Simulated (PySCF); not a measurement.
Property card for `OB(O)c1ccc(S)cc1`

C6H7BO2S.
Geometry (PBE0-D3(BJ)/def2-SVP, Å), atoms numbered from 1 in this order:
```xyz
17
C6H7BO2S angstrom
O     -3.201    0.410    0.419
B     -2.235    0.011   -0.460
O     -2.626   -0.424   -1.688
C     -0.705    0.021   -0.124
C     -0.185    0.653    1.015
C      1.173    0.646    1.308
C      2.067   -0.011    0.453
S      3.776    0.007    0.882
C      1.571   -0.647   -0.693
C      0.209   -0.623   -0.971
H     -2.857    0.642    1.285
H     -3.585   -0.411   -1.777
H     -0.851    1.187    1.702
H      1.545    1.153    2.202
H      4.213   -0.697   -0.182
H      2.256   -1.162   -1.372
H     -0.163   -1.118   -1.871
```

Some functional groups and rings: benzene ring, thiol and three-coordinate boron.

From PBE0-D3(BJ)/def2-SVP geometry optimisation, gas phase (PySCF):

| Quantity | Value |
| --- | --- |
| Rotational constants A, B, C | 3.649, 0.528, 0.462 GHz |

From wB97X-D/def2-SVPD ground state, ΔSCF and vertical TDDFT (core frozen in the response) (PySCF):

| Quantity | Value |
| --- | --- |
| Dipole moment | 0.51 D |
| HOMO energy | -8.25 eV |
| LUMO energy | 0.64 eV |
| HOMO–LUMO gap | 8.89 eV |
| Lowest singlet excitation | 4.97 eV (250 nm, f = 0.010) |
| Lowest triplet excitation (Tamm–Dancoff) | 3.70 eV |
| Static isotropic polarisability | 114.2 au |
| Vertical ionisation energy | 8.38 eV |
| Electronic spatial extent ⟨r²⟩ about the centre of nuclear charge | 2214 bohr² |

**B97-2/pcSseg-1 ground state and GIAO shieldings, non-relativistic (PySCF)**

| Item | Value |
| --- | --- |
| 13C chemical shifts (computed TMS as zero) by class | 143.7 (C7), 136.5 (C5/C10), 127.3 (C6/C9), 126.3 (C4) ppm |
| 1H chemical shifts (computed TMS as zero) by class | 7.53 (H13/H17), 7.06 (H14/H16), 4.02 (H11/H12), 3.56 (H15) ppm |
| Isotropic shieldings of nuclei other than C and H, by class | 76 (B2), 229 (O1/O3), 492 (S8) ppm |

Monoisotopic mass from the formula: 154.0260 u.

The ΔSCF ionisation energy exceeds −ε(HOMO) by 0.13 eV with wB97X-D. The rotational constants make it an asymmetric top with κ = (2B − A − C)/(A − C) = -0.96, nearer the prolate limit (−1). In atomic units the dipole is 0.20 e·bohr (1 au = 2.5417 D). The largest Löwdin shares of the HOMO are 0.40 on S8, 0.14 on C7, 0.14 on C4 and 0.08 on C6. The principal polarisabilities are 68.8, 109.3 and 164.5 au; their mean is the isotropic value. The vertical singlet–triplet gap S1 − T1 is 1.27 eV (TDDFT singlet less Tamm–Dancoff triplet; S1: HOMO→LUMO+1, weight 0.65; T1: HOMO→LUMO, weight 0.80). S1 lies 3.92 eV below the HOMO–LUMO gap; its leading configuration is HOMO→LUMO+1, weight 0.65. With B = h/(8π²I), that is 505.379 GHz u Å² over I, the principal moments of inertia are 138.5, 958.0 and 1093.9 u Å² (most abundant isotopes); the inertial defect Ic − Ia − Ib is -2.6 u Å² (zero for a rigid planar frame, negative otherwise).

 NMR classes are plain means over equivalent atoms (diastereotopic ones count apart unless rotation or inversion swaps them), as if these changed places fast; in this geometry the members of some classes differ.

For the geometry optimisation (PBE0-D3(BJ)/def2-SVP), hardware: one thread of an Intel Xeon 6975P-C, on a shared host. Cost: 1.7 min of wall time, 0.77 GiB resident at most.

One conformer stands for the species.
